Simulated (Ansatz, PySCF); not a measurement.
Ga(All)(H)2 (C3H7Ga), SMILES [GaH2][CH2]C=C. Atoms are numbered in the order given.

```xyz
11

Ga     0.4379     0.2581     0.7157
C     -0.9657    -0.9848    -0.0155
C     -1.1257    -0.1035    -1.2039
C     -0.2554    -0.0035    -2.2339
H     -1.8808    -1.0936     0.5779
H     -0.5200    -1.9622    -0.2444
H     -1.9588     0.6107    -1.1709
H      0.5976    -0.6831    -2.3313
H     -0.3998     0.7328    -3.0278
H      1.9298    -0.1308     0.4175
H      0.0068     1.6315     1.3439
```

Geometry optimised at B3LYP-D3(BJ)/def2-SVP. The structure was generated by enumeration; whether it is a known compound was not checked. Other conformers were not sampled.

Two levels are set side by side: PBE-D3(BJ)/def2-SVP (Ansatz, a quantum-chemistry and plane-wave program) and B3LYP-D3(BJ)/def2-SVP (Ansatz). Each level has its own optimised geometry; the coordinates shown are those of the second. Frequencies come from the Hessian of PySCF at each geometry. Differences are taken from unrounded values.

```json
[
 {"quantity": "mean bond length (Å)", "B3LYP-D3(BJ)": "1.347", "PBE-D3(BJ)": "1.355", "PBE-D3(BJ) minus B3LYP-D3(BJ)": "0.007"},
 {"quantity": "bond Ga1–C2 (Å)", "B3LYP-D3(BJ)": "2.012", "PBE-D3(BJ)": "2.046", "PBE-D3(BJ) minus B3LYP-D3(BJ)": "0.033"},
 {"quantity": "bond C2–C3 (Å)", "B3LYP-D3(BJ)": "1.488", "PBE-D3(BJ)": "1.472", "PBE-D3(BJ) minus B3LYP-D3(BJ)": "-0.016"},
 {"quantity": "bond C3–C4 (Å)", "B3LYP-D3(BJ)": "1.352", "PBE-D3(BJ)": "1.374", "PBE-D3(BJ) minus B3LYP-D3(BJ)": "0.022"},
 {"quantity": "bond Ga1–H10 (Å)", "B3LYP-D3(BJ)": "1.570", "PBE-D3(BJ)": "1.571", "PBE-D3(BJ) minus B3LYP-D3(BJ)": "0.001"},
 {"quantity": "bond Ga1–H11 (Å)", "B3LYP-D3(BJ)": "1.571", "PBE-D3(BJ)": "1.572", "PBE-D3(BJ) minus B3LYP-D3(BJ)": "0.001"},
 {"quantity": "bond C2–H5 (Å)", "B3LYP-D3(BJ)": "1.096", "PBE-D3(BJ)": "1.101", "PBE-D3(BJ) minus B3LYP-D3(BJ)": "0.005"},
 {"quantity": "bond C2–H6 (Å)", "B3LYP-D3(BJ)": "1.098", "PBE-D3(BJ)": "1.104", "PBE-D3(BJ) minus B3LYP-D3(BJ)": "0.006"},
 {"quantity": "bond C3–H7 (Å)", "B3LYP-D3(BJ)": "1.098", "PBE-D3(BJ)": "1.106", "PBE-D3(BJ) minus B3LYP-D3(BJ)": "0.008"},
 {"quantity": "bond C4–H8 (Å)", "B3LYP-D3(BJ)": "1.095", "PBE-D3(BJ)": "1.102", "PBE-D3(BJ) minus B3LYP-D3(BJ)": "0.007"},
 {"quantity": "bond C4–H9 (Å)", "B3LYP-D3(BJ)": "1.092", "PBE-D3(BJ)": "1.100", "PBE-D3(BJ) minus B3LYP-D3(BJ)": "0.007"},
 {"quantity": "highest harmonic wavenumber (cm⁻¹)", "B3LYP-D3(BJ)": "3238", "PBE-D3(BJ)": "3186", "PBE-D3(BJ) minus B3LYP-D3(BJ)": "-53"},
 {"quantity": "mean harmonic wavenumber (cm⁻¹)", "B3LYP-D3(BJ)": "1343", "PBE-D3(BJ)": "1315", "PBE-D3(BJ) minus B3LYP-D3(BJ)": "-28"},
 {"quantity": "zero-point energy (kcal/mol)", "B3LYP-D3(BJ)": "51.83", "PBE-D3(BJ)": "50.76", "PBE-D3(BJ) minus B3LYP-D3(BJ)": "-1.07"}
]
```

GGA bonds tend to be longer and softer than those of functionals with exact exchange. Differences between two approximate levels are no errors against the true value.
